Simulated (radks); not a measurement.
Results of a calculation; reference values are marked as such.
Neutral chlorine, 17 electrons, occupied as [Ne] 3s2 3p5.

Level of theory: scalar-relativistic Kohn-Sham, Slater X-alpha with alpha = 0.681, spin-polarised, spherical densities, point nucleus; open shells are filled with parallel spins first (a radial shooting solver on a logarithmic mesh with Libxc functionals).

Energy parts (Ry):
| part | energy |
|---|---|
| total | -918.69406 |
| kinetic | 923.92970 |
| electron-nucleus | -2197.02882 |
| Hartree | 406.27382 |
| exchange | -51.86876 |

Orbitals (lengths in bohr, moments of r in powers of bohr; r(90%) holds 90 % of the orbital's charge):
[
 {"orbital": "1s up", "occ.": "1", "eigenvalue (Ry)": "-201.5677", "r(90%)": "0.163"},
 {"orbital": "1s down", "occ.": "1", "eigenvalue (Ry)": "-201.5536", "r(90%)": "0.163"},
 {"orbital": "2s up", "occ.": "1", "eigenvalue (Ry)": "-18.43331", "r(90%)": "0.698"},
 {"orbital": "2s down", "occ.": "1", "eigenvalue (Ry)": "-18.41698", "r(90%)": "0.698"},
 {"orbital": "2p up", "occ.": "3", "eigenvalue (Ry)": "-14.01730", "r(90%)": "0.678"},
 {"orbital": "2p down", "occ.": "3", "eigenvalue (Ry)": "-13.99731", "r(90%)": "0.677"},
 {"orbital": "3s up", "occ.": "1", "eigenvalue (Ry)": "-1.47848", "r(90%)": "2.34"},
 {"orbital": "3s down", "occ.": "1", "eigenvalue (Ry)": "-1.39230", "r(90%)": "2.36"},
 {"orbital": "3p up", "occ.": "3", "eigenvalue (Ry)": "-0.59582", "r(90%)": "2.94"},
 {"orbital": "3p down", "occ.": "2", "eigenvalue (Ry)": "-0.51807", "r(90%)": "3.02"}
]

The highest occupied level is 3p down at -7.049 eV. The density falls to 0.001 e/bohr^3 at r = 3.94 bohr.
